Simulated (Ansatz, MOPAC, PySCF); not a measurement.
System: BCl2, charge 1, multiplicity 1. SMILES of the parent species: Cl[B]Cl
Geometry: optimised at B3LYP-D3(BJ)/def2-TZVP (Ansatz, a program for electronic structure).

Unscaled harmonic wavenumbers (cm⁻¹) in rising order, each level at the stationary point that it reaches from this structure (no distance between atoms moves by over 0.3 Å); the order of modes can differ between levels, and a negative number is imaginary. B3LYP-D3(BJ)/def2-TZVP (PySCF, at the structure above): 327, 327, 559, 1463.

AM1 (MOPAC): 410, 410, 552, 1338. Zero-point energy 3.9 against 3.8 kcal/mol; where all levels lie over 400 cm⁻¹, the wavenumbers are on average 0.951 times those of B3LYP-D3(BJ)/def2-TZVP.

PM7 (MOPAC): 251, 251, 511, 1255. Zero-point energy 3.2 against 3.8 kcal/mol; where all levels lie over 400 cm⁻¹, the wavenumbers are on average 0.886 times those of B3LYP-D3(BJ)/def2-TZVP.

HF/6-31G* (Ansatz): 314, 314, 581, 1491. Zero-point energy 3.9 against 3.8 kcal/mol; where all levels lie over 400 cm⁻¹, the wavenumbers are on average 1.030 times those of B3LYP-D3(BJ)/def2-TZVP.

B3LYP/6-31G* (Ansatz): 298, 298, 560, 1463. Zero-point energy 3.7 against 3.8 kcal/mol; where all levels lie over 400 cm⁻¹, the wavenumbers are on average 1.001 times those of B3LYP-D3(BJ)/def2-TZVP.
